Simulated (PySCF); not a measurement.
Unknown compound

An unknown has the formula CH12O2Si5. Its calculated NMR data are:

¹H NMR (600 MHz, computed): δ 6.63 (m, 1H), 6.39 (m, 1H), 5.08 (s, 3H), 4.79 (m, 2H), 3.93 (m, 2H), 3.79 (s, 3H).

¹³C{¹H} NMR (computed): δ 55.3 (CH3).

[PySCF 2.14.0 with density-fitted response routines: σ from GIAO-PBE0/pcSseg-1; geometry: GFN2-xTB; relativity neglected; no solvent model; one averaged value for each set of equivalent atoms; one conformer]

δ = σ(ref) − σ, references computed at the same level: ¹H (σ = 31.72 ppm) and ¹³C (σ = 186.93 ppm) against TMS.

Choose the structure that fits.
A. CO[Si@H]1[SiH2][Si@@H](O[SiH3])[SiH2]1
B. O=C[Si]([SiH3])([SiH3])[SiH2]O[SiH3]
C. [SiH3][Si]1([SiH3])O[SiH2]OC[SiH2]1

Answers

A. 

The formula gives 1 degree of unsaturation (1 ring in the answer). Carbon types of the structure: 1 × CH3, leaving 9 H on heteroatoms. δC 55.3: methyl carbon bonded to O; deshielded by the electronegative neighbour. δH 6.63, 6.39: hydrogen on a silicon bonded to O, 2 Si, in a 4-membered ring. δH 5.08: hydrogen on a silicon bonded to O. δH 4.79, 3.93: hydrogen on a silicon bonded to 2 Si, in a 4-membered ring. δH 3.79: hydrogen on a methyl carbon bonded to O; its carbon carries O, which withdraws density.

The others: O=C[Si]([SiH3])([SiH3])[SiH2]O[SiH3] would give 4 signals for carbon-bound and other non-exchanging H, not 6; [SiH3][Si]1([SiH3])O[SiH2]OC[SiH2]1 would give 4 signals for carbon-bound and other non-exchanging H, not 6.

Shifts are as computed. Against solution values, carbons near 30 ppm lie about +3 ppm off and those near 130 ppm about +5 ppm. Of 1211 compounds with measured shifts, 218 miss one by over three times the rms of a fit or turn the order of signals round; such compounds aren't used in these exercises. Multiplicities follow the n + 1 count of equivalent neighbours, as no J values were calculated; m marks all less simple cases, F and P coupling included.
